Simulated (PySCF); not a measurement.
# Shifts of the heteroatoms

Geometry:
```csv
atom,x (Å),y (Å),z (Å)
C1,-0.096,1.654,0.249
C2,1.150,1.184,0.289
Si3,1.634,-0.617,0.052
C4,0.096,-1.654,-0.255
C5,-1.149,-1.184,-0.294
Si6,-1.635,0.617,-0.053
H7,-0.258,2.718,0.400
H8,1.966,1.878,0.471
H9,2.545,-0.734,-1.100
H10,2.323,-1.105,1.259
H11,0.259,-2.717,-0.409
H12,-1.965,-1.878,-0.479
H13,-2.329,1.105,-1.257
H14,-2.540,0.732,1.104
```

One computed conformer, gas phase, no relativistic terms, fast rotation and ring inversion assumed for equivalent nuclei. GFN2-xTB structure; NMR shieldings at PBE0/pcSseg-1/GIAO; PySCF 2.14.0 with density-fitted response routines.

Task: Where does 29Si resonate?

Result: 
| atoms | environment | σ (ppm) | δ (ppm) |
| --- | --- | --- | --- |
| Si3/Si6 | silicon bonded to 2 C, 2 H, in a 6-membered ring | 425.5 | -69.8 |

Shieldings were converted by a linear fit to measured shifts: 29Si (scatter 8.9 ppm rms, 25.8 ppm with the 6 outliers that the fit left out vs TMS, solution or neat liquid). A few per cent of atoms miss by over 2 rms, more outside the fitted compound classes.

On a 300 MHz spectrometer 29Si resonates near 59.6 MHz, so 1 ppm is 59.6 Hz.
